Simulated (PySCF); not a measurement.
Spectrum to structure. The calculation used TDDFT PBE0/def2-SVPD, vertical, gas phase, core orbitals frozen in the response (PySCF 2.14.0, density-fitted response routines). Geometries: GFN2-xTB, one conformer each.

```csv
state,λ (nm),f
S1,194.1,0.113
S2,193.3,0.117
S3,178.3,0.0064
S4,172.1,0.016
S5,159.8,0.0082
S6,155.7,0.022
S7,152.8,0.013
S8,152.3,0.0034
```

Triplets computed (Tamm–Dancoff): 4.24, 5.48, 5.54 eV.

Question: Which structure fits? All have the formula C5H7NO.
A. `Cn1ccc(c1)O`
B. `CCc1ccno1`
C. `CO/C=N/C1C=C1`
D. `C(C(OCC)=C)#N`

Answer: B. Its S1, at 6.39 eV, is the highest among the candidates; the nearest of the others has S1 at 5.56 eV. S1 is HOMO-1→LUMO (50%), HOMO→LUMO (46%). Löwdin shares by element: HOMO carbon 56% or more, nitrogen 26% (atoms not listed hold the other 18%); LUMO carbon 36% or more, nitrogen 21%, oxygen 16% (atoms not listed hold the other 27%). At the same level the other candidates give, for their lowest levels:
- `Cn1ccc(O)c1`: 241 nm (f 0.002); 227 nm (f 0.001); 213 nm (f 0.100); 206 nm (f 0.003); 200 nm (f 0.009); T1 4.18 eV; HOMO -5.72, LUMO 0.64 eV
- `C=C(C#N)OCC`: 223 nm (f 0.261); 207 nm (f 0.000); 182 nm (f 0.019); 180 nm (f 0.002); 172 nm (f 0.054); T1 3.25 eV; HOMO -7.30, LUMO -1.34 eV
- `CO/C=N/C1C=C1`: 239 nm (f 0.001); 220 nm (f 0.000); 209 nm (f 0.002); 191 nm (f 0.297); 189 nm (f 0.027); T1 4.34 eV; HOMO -6.88, LUMO -0.23 eV

Conformer computed: `[CH3:1][CH2:2][c:3]1[cH:4][cH:5][n:6][o:7]1`: C1–C2–C3–C4 -94°.
